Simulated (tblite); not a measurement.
Record of a relaxation.

Species: C4H7F3SeSi.
Atom-mapped SMILES: `[CH2:1]=[C:2]([CH3:3])[SiH2:4][Se:5][C:6]([F:7])([F:8])[F:9]` (hydrogens: H10, H11 on C1; H12, H13, H14 on C3; H15, H16 on Si4)

Computed with GFN2-xTB (tblite), gas phase: L-BFGS steps from a force-field or distance-geometry start until the largest atomic force falls under 0.01 eV/Å. 4 of its 123 geometries are shown.

Step 0: E = -849.4659 eV, largest atomic force 2.410 eV/Å
```
atom  x, y, z in Å  |  force x, y, z in eV/Å
C1     -1.371    0.766    1.197   -1.167   0.094  -0.531
C2     -1.414    0.177   -0.011    1.177   0.575   1.515
C3     -2.664    0.166   -0.757   -1.885  -0.034  -0.064
Si4     0.151   -0.613   -0.649    0.096  -0.639  -0.069
Se5     1.835    0.749    0.112    0.045   0.548   0.317
C6      3.400   -0.333    0.379    0.976  -0.419  -0.135
F7      3.178   -1.448    1.153    0.556   1.454  -0.725
F8      3.865   -0.808   -0.829   -0.143   0.500   1.502
F9      4.366    0.495    0.953   -1.338  -1.807  -0.867
H10    -0.486    0.805    1.813   -0.280   0.073   0.002
H11    -2.330    1.224    1.536    1.125  -0.260   0.174
H12    -2.529    0.183   -1.850   -0.174  -0.016   0.578
H13    -3.267   -0.733   -0.453    0.529   0.593  -0.562
H14    -3.262    1.042   -0.396    0.267  -0.621  -0.729
H15     0.315   -1.966   -0.116    0.141  -0.002  -0.015
H16     0.207   -0.572   -2.093    0.074  -0.038  -0.391
```

Step 41: E = -849.9729 eV, largest atomic force 0.160 eV/Å
```
atom  x, y, z in Å  |  force x, y, z in eV/Å
C1     -1.489    0.897    1.274   -0.002   0.005  -0.073
C2     -1.380    0.281    0.100   -0.066   0.036   0.052
C3     -2.576    0.060   -0.780    0.013  -0.003   0.036
Si4     0.250   -0.447   -0.504    0.007  -0.006   0.007
Se5     1.909    0.976    0.306   -0.068  -0.041   0.042
C6      3.256   -0.406    0.247    0.140  -0.074   0.026
F7      2.934   -1.463    1.003   -0.024  -0.015  -0.021
F8      3.460   -0.872   -0.990   -0.041   0.000   0.021
F9      4.416    0.049    0.700    0.048   0.069  -0.028
H10    -0.648    1.053    1.936   -0.022  -0.026  -0.113
H11    -2.435    1.284    1.624    0.026  -0.001  -0.007
H12    -2.332    0.218   -1.830    0.000   0.020   0.089
H13    -2.924   -0.968   -0.675    0.030   0.042  -0.014
H14    -3.385    0.730   -0.496   -0.006  -0.054  -0.039
H15     0.528   -1.780    0.033   -0.012  -0.023   0.054
H16     0.408   -0.480   -1.960   -0.022   0.071  -0.033
```

Step 81: E = -850.0380 eV, largest atomic force 0.060 eV/Å
```
atom  x, y, z in Å  |  force x, y, z in eV/Å
C1     -1.524    1.121    1.149   -0.005   0.036  -0.011
C2     -1.412    0.308    0.106    0.010  -0.015   0.018
C3     -2.582   -0.054   -0.754    0.005  -0.006   0.027
Si4     0.235   -0.462   -0.392   -0.007   0.035  -0.018
Se5     1.846    0.639    0.873   -0.012   0.003   0.025
C6      3.295   -0.494    0.272   -0.042   0.036  -0.022
F7      3.308   -1.657    0.927    0.018  -0.046  -0.001
F8      3.208   -0.791   -1.030    0.005   0.001  -0.024
F9      4.466    0.096    0.467    0.030  -0.011   0.035
H10    -0.668    1.394    1.751    0.014  -0.010   0.009
H11    -2.465    1.561    1.442   -0.013  -0.007  -0.008
H12    -2.452    0.372   -1.747   -0.004  -0.021  -0.018
H13    -2.659   -1.134   -0.864    0.009   0.021   0.007
H14    -3.508    0.327   -0.331   -0.028   0.001  -0.005
H15     0.326   -1.893   -0.090    0.019  -0.006   0.020
H16     0.579   -0.199   -1.791    0.000  -0.010  -0.037
```

Step 122: E = -850.0617 eV, largest atomic force 0.009 eV/Å
```
atom  x, y, z in Å  |  force x, y, z in eV/Å
C1     -1.504    1.240    1.058   -0.002  -0.003   0.006
C2     -1.408    0.326    0.101    0.002  -0.001  -0.004
C3     -2.596   -0.145   -0.678    0.000   0.002   0.000
Si4     0.238   -0.460   -0.374    0.001  -0.001  -0.002
Se5     1.826    0.528    1.008   -0.001   0.001   0.004
C6      3.289   -0.489    0.255   -0.005  -0.001   0.001
F7      3.108   -1.808    0.391    0.000  -0.003   0.000
F8      3.439   -0.261   -1.055   -0.001   0.001  -0.002
F9      4.431   -0.177    0.851   -0.002   0.002  -0.002
H10    -0.636    1.573    1.614    0.000   0.004  -0.005
H11    -2.444    1.694    1.332   -0.003  -0.002   0.003
H12    -2.469    0.092   -1.732   -0.003  -0.005   0.000
H13    -2.697   -1.226   -0.596    0.005   0.007   0.002
H14    -3.511    0.321   -0.321    0.005   0.003  -0.003
H15     0.284   -1.902   -0.109    0.002  -0.004   0.000
H16     0.639   -0.172   -1.755    0.001   0.001   0.002
```

Problem. Summarise the path.

Solution. The energy falls by 57.49 kJ/mol from step 0 to step 122; nine tenths of that is first reached at step 51. It rises by more than 0.2 meV at step 97. The largest force goes from 2.410 to 0.009 eV/Å. Among the bonds C6–F9 changes most, from 1.397 to 1.326 Å; the atoms move by 0.598 Å rms after alignment.

Problem. Follow the three bonds and two angles with the largest change from start to end.

Solution. 
```tsv
step	E above end (kJ/mol)	largest force (eV/Å)	C6–F9 (Å)	C2–C3 (Å)	C6–F8 (Å)	Si4–Se5–C6 (°)	C3–C2–Si4 (°)
0	57.49	2.410	1.397	1.455	1.379	108.0	122.8
5	21.44	0.255	1.328	1.493	1.335	105.3	121.5
11	17.69	0.148	1.327	1.505	1.334	105.3	119.4
16	15.88	0.128	1.328	1.501	1.334	103.3	118.9
21	13.52	0.235	1.328	1.502	1.335	99.1	118.2
27	11.22	0.106	1.326	1.499	1.336	96.5	116.8
32	10.21	0.133	1.326	1.498	1.337	95.0	116.9
37	9.20	0.108	1.327	1.497	1.337	93.8	116.7
42	8.35	0.205	1.323	1.499	1.337	92.9	116.3
48	6.15	0.118	1.327	1.498	1.338	93.2	116.2
53	5.46	0.077	1.326	1.497	1.339	93.1	116.0
58	4.41	0.120	1.325	1.499	1.338	93.1	116.4
64	3.43	0.081	1.326	1.497	1.339	93.4	115.1
69	2.85	0.063	1.326	1.497	1.339	94.1	114.9
74	2.67	0.046	1.326	1.497	1.338	94.0	114.9
80	2.37	0.076	1.325	1.497	1.339	94.4	115.5
85	2.11	0.066	1.327	1.496	1.339	93.3	115.7
90	1.88	0.072	1.325	1.497	1.340	92.9	115.9
95	1.52	0.079	1.326	1.495	1.339	93.1	116.2
101	1.04	0.126	1.328	1.498	1.339	93.3	116.2
106	0.37	0.088	1.326	1.497	1.339	93.5	115.7
111	0.13	0.042	1.326	1.496	1.339	93.5	115.5
117	0.01	0.032	1.326	1.497	1.338	93.5	115.6
122	0.00	0.009	1.326	1.497	1.338	93.5	115.5
```

What follows is the cost of the whole relaxation. Time: 1.1 s wall. Hardware: an Arm Neoverse V1 with one thread, on a shared host.
